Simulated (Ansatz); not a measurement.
A geometry relaxed with Ansatz (a program for electronic structure) with B3LYP-D3(BJ)/def2-SVP, charge 0, multiplicity 1:

```xyz
10

Ge     0.8304    -0.8089     0.4053
S     -2.8735     0.2246     0.4597
H     -2.8533    -0.7664    -0.4624
H      2.8973     0.9113     0.8311
H     -0.7145     1.4430    -1.4950
Ge    -0.7937     0.9589    -0.0304
S      2.9118    -0.0823    -0.0884
H      0.7514    -1.2909     1.8707
H     -0.5790     2.1546     0.9193
H      0.6096    -2.0051    -0.5424
```

Q: Write the SMILES of this molecule.

A: `[SH][GeH2][GeH2][SH]`
